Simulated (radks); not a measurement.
The numbers below are computed, except where a source is named.
Problem. Neutral iodine, 53 electrons, occupied as [Kr] 4d10 5s2 5p3 5d2 (not the ground configuration). Level of theory: scalar-relativistic Kohn-Sham, r2SCAN, spin-polarised, spherical densities, finite nucleus; open shells are filled with parallel spins first (spin-orbit coupling, left out, can overturn this in heavy ions); meta-GGA in the generalised Kohn-Sham scheme; Fermi nuclear charge, rms radius 4.75 fm (a radial shooting solver on a logarithmic mesh with Libxc functionals). Some entries of the table are withheld. Estimate them.

| orbital | occ. | eigenvalue (hartree) | <1/r> (bohr^-1) |
|---|---|---|---|
| 1s up | 1 | -1214.528 | 56.83 |
| 1s down | 1 | -1214.522 | 56.83 |
| 2s up | 1 | -188.4949 | 13.04 |
| 2s down | 1 | -188.4929 | 13.04 |
| 2p up | 3 | -169.0958 | 12.46 |
| 2p down | 3 | -169.0910 | 12.46 |
| 3s up | 1 | -38.50090 | 4.683 |
| 3s down | 1 | -38.49759 | 4.683 |
| 3p up | 3 | -32.17314 | 4.445 |
| 3p down | 3 | -32.16852 | 4.445 |
| 3d up | 5 | -22.71083 | 4.199 |
| 3d down | 5 | -22.70549 | 4.199 |
| 4s up | 1 | -7.06468 | 1.880 |
| 4s down | 1 | -7.05228 | 1.878 |
| 4p up | 3 | -5.07070 | 1.723 |
| 4p down | 3 | -5.05975 | 1.721 |
| 4d up | 5 | -2.15384 | (1) |
| 4d down | 5 | -2.13786 | (2) |
| 5s up | 1 | (3) | 0.6734 |
| 5s down | 1 | (4) | 0.6930 |
| 5p up | 3 | -0.50038 | 0.5598 |
| 5p down | 0 | -0.34745 | 0.5819 |
| 5d up | 2 | -0.04293 | 0.2894 |

Solution. 
(1) 4d up <1/r> (bohr^-1): 1.440
(2) 4d down <1/r> (bohr^-1): 1.446
(3) 5s up eigenvalue (hartree): -0.91872
(4) 5s down eigenvalue (hartree): -0.78682
